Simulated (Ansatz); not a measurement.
`[OH][Al]1[CH]=[C]1F`. Charge 0, multiplicity 1.

```xyz
7

O    -0.339   -2.268    0.619
Al   -0.065   -0.664    0.213
C     0.776    0.987    0.317
C    -0.221    0.984   -0.612
F    -0.591    2.007   -1.379
H    -0.996   -2.850    0.246
H     1.436    1.805    0.595
```

(1) List the harmonic frequencies (cm⁻¹, unscaled) at PBE0-D4/def2-TZVP in Ansatz. (Estimate.)

(2) Is this a minimum?

(3) Give the ideal-gas thermochemistry at 298.15 K and 1 bar (rigid rotor, harmonic oscillator; point group Cs, symmetry number 1).

Answers

(1) The calculation gave: 171, 172, 235, 364, 386, 541, 585, 667, 901, 955, 1044, 1229, 1515, 3168, 3977.

(2) Yes, all 15 modes are real.

(3) Zero-point energy 95.2 kJ/mol; H(298) − E = 113.0 kJ/mol; entropy 317.8 J/(mol·K), of which translation 164.7, rotation 108.9, vibration 44.2; G(298) − E = 18.3 kJ/mol.
